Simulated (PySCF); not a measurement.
Species: Pd(AsH3)4 (singlet state).
Geometry (PBE0-D3(BJ)/def2-SVP, Å), atoms numbered from 1 in this order:
```
atom  x, y, z in Å
Pd1   -0.0405    0.0271    0.0051
As2   -0.0929   -0.0631    2.4555
H3    -1.3630   -0.2660    3.2738
H4     0.3975    1.0815    3.3350
H5     0.6864   -1.1149    3.2363
As6    2.3048    0.0228   -0.7048
H7     3.2315   -1.1465   -0.3919
H8     3.3205    1.0653   -0.2512
H9     2.7427    0.0975   -2.1625
As10  -1.1431    2.0445   -0.8353
H11   -2.4837    2.5336   -0.2996
H12   -1.5567    2.2184   -2.2912
H13   -0.5038    3.4254   -0.7532
As14  -1.1160   -1.9703   -0.9124
H15   -0.7769   -3.3700   -0.4126
H16   -1.0162   -2.3699   -2.3794
H17   -2.6191   -2.2162   -0.8512
```

Level of theory: PySCF, PBE0-D3(BJ)/def2-SVP geometry optimisation, gas phase, def2 core potentials past Kr.

**Question.** Which atoms are bound to Pd1, and at what distances?

**Answer.** 4 atoms: As14 2.447 Å, As10 2.448 Å, As6 2.450 Å, As2 2.453 Å. The nearest atom not counted as bound is H7, at 3.50 Å (others tie with it).

**Question.** List the angles at Pd1.

**Answer.** 
```tsv
angle	degrees	distance of the outer atoms (Å)
As2–Pd1–As10	111.3	4.05
As10–Pd1–As14	110.2	4.02
As2–Pd1–As14	109.6	4.00
As6–Pd1–As10	109.5	4.00
As6–Pd1–As14	108.1	3.96
As2–Pd1–As6	108.0	3.97
```

**Question.** What is the shape at Pd1?

**Answer.** Tetrahedral: angles from 108.0° to 111.3°; τ4 = (360° − α − β)/141° = 0.98 with α and β the two widest (0 for a square, 1 for a tetrahedron).

**Question.** What are the other bond lengths?

**Answer.** As2–H3 and 11 like bonds 1.524 Å.

Charge 0, singlet. Whether it is a minimum is left open (no frequencies).
